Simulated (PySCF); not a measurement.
Simulation results for BGeH₄NO, BClGeH₃N, GeH₅NOSi, BGeH₆NO and others

Computed with PySCF 2.14.0. Calculation on a computer-drawn molecule: optimised geometry and harmonic frequencies of an isolated molecule of the commonest isotopes, restricted reference for singlets and unrestricted otherwise, frozen core in MP2; on germanium a core potential holds 10 electrons, which the energies leave out, and 3d is frozen in MP2 and coupled-cluster steps.

Common to all runs: charge 0; multiplicity 1; basis and core potential on germanium cc-pVDZ-PP ECP10MDF.

```json
{"entry": 1, "formula": "BGeH4NO", "start_structure": {"atoms_angstrom": [["N", -1.9415, 0.5923, -1.2488], ["B", -0.6984, 0.4176, -1.1599], ["O", 0.5606, 0.089, -1.1506], ["Ge", 1.9599, -0.86, -1.1824], ["H", -2.8244, 1.0102, -1.2694], ["H", 2.0262, -1.5578, -2.489], ["H", 3.0577, 0.1846, -1.006], ["H", 1.923, -1.722, -0.0086]]}, "given": {"method": "HF", "basis": "cc-pVDZ", "drawn_bonds_atom": [1, 2, 3, 1, 4, 4, 4], "drawn_bonds_other_atom": [2, 3, 4, 5, 6, 7, 8], "drawn_bonds_order": [2, 1, 1, 1, 1, 1, 1]}, "results": {"optimised_atom_element": ["N", "B", "O", "Ge", "H", "H", "H", "H"], "optimised_atom_x [angstrom]": [-1.839, -0.6053, 0.7099, 1.928, -2.818, 1.785, 3.262, 1.64], "optimised_atom_y [angstrom]": [0.5243, 0.5464, 0.547, -0.7799, 0.5848, -1.498, -0.0646, -1.706], "optimised_atom_z [angstrom]": [-1.244, -1.184, -1.125, -1.165, -1.276, -2.502, -1.029, 0.01101], "modes_frequency [cm^-1]": [39.59, 105.8, 219.9, 307.9, 505.0, 536.8, 616.7, 692.7, 714.0, 943.7, 949.8, 952.9, 1173, 2173, 2266, 2275, 2295, 4121], "modes_reduced_mass [dalton]": [1.4, 6.764, 1.365, 1.327, 5.641, 3.711, 3.18, 1.138, 1.375, 1.072, 1.024, 1.027, 7.997, 7.357, 1.025, 1.031, 1.023, 1.1], "rotational_constants [GHz]": [31.14, 1.891, 1.824], "total_energy [hartree]": -449.7709, "convergence_status_largest_gradient_component [hartree/bohr]": 3.941e-05}}
{"entry": 2, "formula": "BClGeH3N", "start_structure": {"atoms_angstrom": [["N", -2.3732, -1.2354, -3.0999], ["B", -1.464, -0.7255, -2.4974], ["Ge", 0.0208, 0.1174, -1.5218], ["Cl", -0.7332, 1.9813, -0.5749], ["H", -3.1471, -1.6854, -3.5902], ["H", 0.6009, -0.6343, -0.3922], ["H", 1.2032, 0.6117, -2.3669]]}, "given": {"method": "HF", "basis": "cc-pV(D+d)Z", "drawn_bonds_atom": [1, 2, 3, 1, 3, 3], "drawn_bonds_other_atom": [2, 3, 4, 5, 6, 7], "drawn_bonds_order": [2, 1, 1, 1, 1, 1]}, "results": {"optimised_atom_element": ["N", "B", "Ge", "Cl", "H", "H", "H"], "optimised_atom_x [angstrom]": [-2.387, -1.482, 0.0577, -0.7131, -3.125, 0.5789, 1.178], "optimised_atom_y [angstrom]": [-1.263, -0.7089, 0.1814, 1.996, -1.697, -0.6921, 0.6136], "optimised_atom_z [angstrom]": [-3.112, -2.498, -1.488, -0.565, -3.601, -0.3569, -2.423], "modes_frequency [cm^-1]": [102.5, 251.1, 355.5, 421.1, 457.3, 552.0, 575.7, 582.9, 718.7, 833.7, 949.5, 2094, 2273, 2281, 4076], "modes_reduced_mass [dalton]": [8.889, 2.576, 5.789, 29.55, 11.64, 1.314, 1.257, 1.245, 1.067, 1.051, 1.022, 7.642, 1.025, 1.016, 1.104], "rotational_constants [GHz]": [6.461, 1.974, 1.542], "total_energy [hartree]": -833.8175, "convergence_status_largest_gradient_component [hartree/bohr]": 3.695e-05}}
{"entry": 3, "formula": "BClGeH3N", "start_structure": {"atoms_angstrom": [["N", -2.3865, -1.2634, -3.1117], ["B", -1.4823, -0.7089, -2.498], ["Ge", 0.0577, 0.1814, -1.4884], ["Cl", -0.7131, 1.9959, -0.565], ["H", -3.1252, -1.6968, -3.6006], ["H", 0.5789, -0.6921, -0.3569], ["H", 1.1779, 0.6136, -2.4227]]}, "given": {"method": "MP2", "basis": "cc-pV(D+d)Z", "drawn_bonds_atom": [1, 2, 3, 1, 3, 3], "drawn_bonds_other_atom": [2, 3, 4, 5, 6, 7], "drawn_bonds_order": [2, 1, 1, 1, 1, 1]}, "results": {"optimised_atom_element": ["N", "B", "Ge", "Cl", "H", "H", "H"], "optimised_atom_x [angstrom]": [-2.399, -1.465, 0.05852, -0.7159, -3.154, 0.5913, 1.192], "optimised_atom_y [angstrom]": [-1.27, -0.709, 0.1862, 2.0, -1.706, -0.6896, 0.618], "optimised_atom_z [angstrom]": [-3.119, -2.494, -1.485, -0.5635, -3.614, -0.3499, -2.418], "modes_frequency [cm^-1]": [93.27, 217.3, 314.4, 419.2, 451.2, 501.1, 514.6, 522.2, 686.5, 791.5, 899.3, 1904, 2218, 2218, 3854], "modes_reduced_mass [dalton]": [8.869, 3.006, 7.76, 25.88, 12.46, 1.294, 1.183, 1.209, 1.055, 1.049, 1.022, 7.768, 1.025, 1.016, 1.102], "rotational_constants [GHz]": [6.433, 1.965, 1.534], "total_energy [hartree]": -834.2900, "convergence_status_largest_gradient_component [hartree/bohr]": 3.448e-05}}
{"entry": 4, "formula": "GeH5NOSi", "start_structure": {"atoms_angstrom": [["N", -0.1401, -0.282, 1.674], ["Si", 0.0124, 0.9014, 0.4804], ["O", -1.3465, 1.4438, -0.1791], ["Ge", 1.6611, 2.0947, -0.6864], ["H", 0.7001, -0.6406, 2.1462], ["H", -2.1369, 1.012, 0.1028], ["H", 2.4479, 2.9749, 0.2604], ["H", 1.1374, 2.9909, -1.7518], ["H", 2.6167, 1.2026, -1.3196]]}, "given": {"method": "HF", "basis": "cc-pV(D+d)Z", "drawn_bonds_atom": [1, 2, 2, 1, 3, 4, 4, 4], "drawn_bonds_other_atom": [2, 3, 4, 5, 6, 7, 8, 9], "drawn_bonds_order": [2, 1, 1, 1, 1, 1, 1, 1]}, "results": {"optimised_atom_element": ["N", "Si", "O", "Ge", "H", "H", "H", "H", "H"], "optimised_atom_x [angstrom]": [-0.0719, -0.03402, -1.398, 1.706, 0.7213, -2.194, 1.814, 1.377, 3.031], "optimised_atom_y [angstrom]": [-0.4221, 0.8918, 1.742, 2.081, -0.9994, 1.399, 3.493, 2.169, 1.343], "optimised_atom_z [angstrom]": [1.316, 0.4654, 0.2084, -0.6643, 1.519, 0.5969, -0.08767, -2.155, -0.4717], "modes_frequency [cm^-1]": [56.31, 147.4, 242.5, 247.2, 410.6, 473.1, 523.7, 528.3, 606.5, 634.1, 872.5, 899.6, 952.4, 962.0, 963.8, 1265, 2233, 2235, 2245, 3854, 4122], "modes_reduced_mass [dalton]": [1.095, 4.778, 4.088, 6.424, 4.136, 1.177, 1.181, 1.098, 1.34, 1.121, 1.356, 1.584, 1.803, 1.019, 1.11, 8.385, 1.024, 1.023, 1.012, 1.08, 1.066], "rotational_constants [GHz]": [7.194, 1.775, 1.45], "total_energy [hartree]": -714.5547, "convergence_status_largest_gradient_component [hartree/bohr]": 3.308e-05}}
{"entry": 5, "formula": "BGeH6NO", "start_structure": {"atoms_angstrom": [["N", -0.578, 1.7804, 0.5512], ["B", 0.4595, 0.9365, 0.9711], ["Ge", 1.0002, -0.4767, -0.364], ["O", -0.1937, -0.2896, -1.7243], ["H", -0.9645, 2.4955, 1.0604], ["H", -1.0037, 1.5589, -0.3084], ["H", 1.0152, 1.1492, 1.9511], ["H", 0.9517, -2.0486, -0.0308], ["H", 2.339, -0.5258, -1.0583], ["H", -0.0903, -0.8859, -2.3828]]}, "given": {"method": "HF", "basis": "cc-pVDZ", "drawn_bonds_atom": [1, 2, 3, 1, 1, 2, 3, 3, 4], "drawn_bonds_other_atom": [2, 3, 4, 5, 6, 7, 8, 9, 10], "drawn_bonds_order": [1, 1, 1, 1, 1, 1, 1, 1, 1]}, "results": {"optimised_atom_element": ["N", "B", "Ge", "O", "H", "H", "H", "H", "H", "H"], "optimised_atom_x [angstrom]": [-0.5805, 0.4881, 1.015, -0.1902, -0.9392, -1.06, 1.044, 0.8659, 2.424, -0.1313], "optimised_atom_y [angstrom]": [1.728, 0.9405, -0.553, -0.2967, 2.481, 1.581, 1.141, -1.999, -0.4391, -0.8893], "optimised_atom_z [angstrom]": [0.5464, 0.9294, -0.4175, -1.736, 1.096, -0.3206, 1.975, 0.09106, -1.029, -2.47], "modes_frequency [cm^-1]": [114.5, 132.1, 219.0, 328.1, 408.1, 560.3, 632.5, 689.4, 700.4, 743.2, 825.2, 942.9, 967.1, 970.1, 977.0, 1225, 1409, 1752, 2171, 2195, 2699, 3788, 3897, 4166], "modes_reduced_mass [dalton]": [2.249, 4.26, 1.078, 5.228, 1.062, 3.183, 1.21, 1.282, 12.25, 1.156, 1.034, 1.099, 1.101, 1.06, 1.166, 1.488, 3.54, 1.23, 1.024, 1.016, 1.097, 1.051, 1.099, 1.067], "rotational_constants [GHz]": [7.916, 3.285, 2.389], "total_energy [hartree]": -450.9290, "convergence_status_largest_gradient_component [hartree/bohr]": 3.424e-05}}
{"entry": 6, "formula": "BGeH3O", "start_structure": {"atoms_angstrom": [["O", -0.9016, 0.5793, -0.2164], ["B", 0.179, 0.128, -0.4236], ["Ge", 2.0432, -0.54, -0.6618], ["H", 2.0544, -1.5888, -1.6595], ["H", 2.5876, -1.081, 0.5901], ["H", 2.9734, 0.5306, -1.1113]]}, "given": {"method": "HF", "basis": "cc-pVDZ", "drawn_bonds_atom": [1, 2, 3, 3, 3], "drawn_bonds_other_atom": [2, 3, 4, 5, 6], "drawn_bonds_order": [2, 1, 1, 1, 1]}, "results": {"optimised_atom_element": ["O", "B", "Ge", "H", "H", "H"], "optimised_atom_x [angstrom]": [-0.9278, 0.1727, 2.088, 2.041, 2.589, 2.972], "optimised_atom_y [angstrom]": [0.5791, 0.1659, -0.5537, -1.653, -1.109, 0.5984], "optimised_atom_z [angstrom]": [-0.232, -0.3906, -0.6668, -1.722, 0.6621, -1.133], "modes_frequency [cm^-1]": [296.1, 296.2, 429.8, 629.6, 629.7, 899.4, 963.3, 963.4, 2137, 2258, 2258, 2270], "modes_reduced_mass [dalton]": [3.265, 3.266, 16.82, 1.376, 1.375, 1.036, 1.021, 1.021, 12.33, 1.024, 1.024, 1.012], "rotational_constants [GHz]": [79.83, 3.005, 3.005], "total_energy [hartree]": -394.7196, "convergence_status_largest_gradient_component [hartree/bohr]": 2.463e-05}}
```
